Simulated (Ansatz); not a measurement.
A calculation with Ansatz (development build ahead of 0.2.0).

```yaml
crystal:
  periodic: [false, false, false]
  atoms:
    - { symbol: Mg, position_ang: [0.0, 0.0, 0.0] }
basis:
  gaussian: { orbitals: def2-TZVP }
hamiltonian:
  xc: hf
correlation:
  method: mp2
  frozen_orbitals: { Mg: 1 }
```

The input is written out in the form of the current development build from the run's settings.

Output:

* Converged: yes
* Reference energy: -199.60663 hartree
* Correlation energy: -0.18605 hartree
* Total energy: -199.79268 hartree
* Spin squared of the determinant: 0.000
